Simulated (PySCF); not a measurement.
Molecule: SMILES C(#N)C1CCCCC1, C₇H₁₁N.

Atom-mapped SMILES (the numbers label the heavy atoms): `[N:1]#[C:2][CH:3]1[CH2:4][CH2:5][CH2:6][CH2:7][CH2:8]1` (H(Xn): hydrogen on atom n). Ha(C4), Ha(C5), Ha(C6), Ha(C7), Ha(C8) are cis to C2 on the ring; Hb(C4), Hb(C5), Hb(C6), Hb(C7), Hb(C8) are trans to C2 on the ring.

Geometry PBE0-D3(BJ)/def2-SVP throughout; GIAO in PySCF 2.14.0 with density-fitted response routines, gas phase, one conformer, non-relativistic; equivalent atoms averaged; functional PBE0.

(1) How do the shifts δ (against NH3, TMS at the same level) depend on the basis set? (a selection of nuclei; ppm; last column core-seconds on shared hosts with different chips, so compare them loosely)

(2) Which nucleus among those listed moves most, in ppm?

(3) Taking the largest basis, def2-TZVP (314 functions), as the yardstick, rank the others by their worst heavy-atom deviation.

## Answers

(1) 
```csv
basis set,functions,N1,C2,C4/C8,C6,Ha(C4)/Ha(C8),Ha(C6),Ha(C5)/Ha(C7),Hb(C4)/Hb(C8),Hb(C6),core-s
STO-3G,51,223.5,94.5,28.6,26.3,1.44,1.14,1.10,0.97,0.73,5
pcSseg-0,94,311.9,137.5,30.7,26.1,1.78,1.52,1.65,1.21,1.07,11
6-31G,94,265.1,120.5,30.0,26.3,1.99,1.79,2.11,1.58,1.45,11
6-31G*,134,258.8,112.1,28.9,25.6,1.85,1.71,1.97,1.42,1.31,15
cc-pVDZ,167,277.8,117.1,31.5,28.3,1.73,1.63,1.71,1.24,1.06,26
def2-SVP,167,278.7,116.3,29.0,25.5,1.60,1.49,1.57,1.10,0.92,25
pcSseg-1,191,305.3,127.2,31.6,28.0,1.77,1.67,1.75,1.26,1.08,28
"6-311+G(2d,p)",282,288.0,126.2,31.2,28.0,1.87,1.74,1.77,1.33,1.13,44
aug-cc-pVDZ,283,272.8,120.1,31.0,28.1,1.97,1.82,1.85,1.44,1.20,60
def2-TZVP,314,294.9,126.7,32.1,28.8,1.88,1.74,1.82,1.36,1.16,71
```

(2) N1 (nitrile nitrogen): from 223.5 ppm with STO-3G to 311.9 ppm with pcSseg-0. The smallest spread is 0.55 ppm, at Ha(C4)/Ha(C8). Proton shifts span only some 12 ppm, so a few tenths of a ppm matter as much there as several ppm in carbon.

(3) 6-311+G(2d,p) 6.9 ppm (282 functions), pcSseg-1 10.4 ppm (191 functions), def2-SVP 16.2 ppm (167 functions), pcSseg-0 17.0 ppm (94 functions), cc-pVDZ 17.2 ppm (167 functions), aug-cc-pVDZ 22.2 ppm (283 functions), 6-31G 29.9 ppm (94 functions), 6-31G* 36.1 ppm (134 functions), STO-3G 71.5 ppm (51 functions).

A small basis that lands close on one nucleus may do so by chance; judge by the trend and by all nuclei.
